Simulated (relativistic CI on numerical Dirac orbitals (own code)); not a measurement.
## One change at a time: Ne³⁺

Base calculation: Dirac-Coulomb-Breit CI, orbitals from a KLI potential per configuration, model QED, valence Slater integrals scaled by 0.85, P86 correlation energy added to each configuration.

CI space (outside the closed core 1s2): 2s²2p³, 2s2p⁴, 2p⁵, 2s²2p²3s, 2s²2p²3p, 2s²2p²3d, 2s²2p²4s, 2p⁴3s, 2s²2p²4p, 2s2p³3s, 2s²2p²4d, 2s²2p²4f, 2p⁴3p, 2s²2p3s², 2s2p³3p, 2p⁴3d. Levels of other configurations are missing.

Variants: (1) self-excluded LDA correlation estimate; (2) no correlation estimate; (3) Breit term removed. Shifts of the energy above 2s²2p³ ⁴S°3/2, in cm⁻¹, for the lowest level and the first level of each name with at least 55 % of one term (blank where a level changes its place among those of its configuration and J or its character, or is not in the variant):

```csv
Level,Base,Δ(1),Δ(2),Δ(3),Measured
2s²2p³ ⁴S°3/2,0,0,0,0,0
2s²2p³ ²D°5/2,38751,-5,+10,+57,
2s²2p³ ²D°3/2,38790,-5,+9,-26,
2s²2p³ ²P°1/2,55316,-51,-41,-25,
2s²2p³ ²P°3/2,55332,-51,-41,-5,
2s2p⁴ ⁴P5/2,187743,-1305,-1310,+16,183860
2s2p⁴ ⁴P3/2,188352,-1305,-1310,+11,184477
2s2p⁴ ⁴P1/2,188673,-1305,-1310,+46,184799
2s2p⁴ ²D5/2,255776,-1287,-1324,+47,
2s2p⁴ ²D3/2,255803,-1287,-1324,+13,
2s2p⁴ ²S1/2,294157,-1287,-1321,-44,
2s2p⁴ ²P3/2,317059,-1275,-1343,+1,
2s2p⁴ ²P1/2,317765,-1274,-1343,+33,
2s²2p²3s ⁴P1/2,475316,+4445,-5409,+9,478701
2s²2p²3s ⁴P3/2,475698,+4445,-5409,+52,479079
2s²2p²3s ⁴P5/2,476274,+4445,-5409,+167,479651
2s²2p²3s ²P1/2,484754,+4443,-5398,+22,
2s²2p²3s ²P3/2,485462,+4443,-5398,+144,
2s²2p²3s ²D5/2,505968,+4447,-5404,+123,
2s²2p²3s ²D3/2,505977,+4447,-5404,+119,
2p⁵ ²P°3/2,506194,-2415,-2487,-23,
2p⁵ ²P°1/2,507155,-2415,-2488,+64,
```

For a near-neutral ion this model can misplace configurations by up to about 10,000 cm⁻¹ (more where the count of f electrons changes) and terms by 10 to 25 % of their spread. Rates follow the energies as ν³ (E1, M1) or ν⁵ (E2), so they and the lifetimes can be off by large factors. The fine structure of a lone outer electron comes out too small, for d and f at times inverted, and misplaced configurations move strength between like terms. 24 of the 27 excited levels that our extract of the measured tables holds in this range could be paired (the sources list more); they are missed by 3910 cm⁻¹ on average and 8537 at most, and levels without a partner can miss by more. Some levels of the ground configuration have no partner and can miss by 10 % or more.

Measured levels: Moore, Atomic Energy Levels, vol. I, NSRDS-NBS 35 (1971 reprint of NBS Circular 467, 1949).

Ionisation energy from the two ground configurations alone: base 97.4 eV; self-excluded LDA correlation estimate 98.14 eV; no correlation estimate 96.21 eV. The NIST ASD value (semi-empirical) is 97.19 eV.
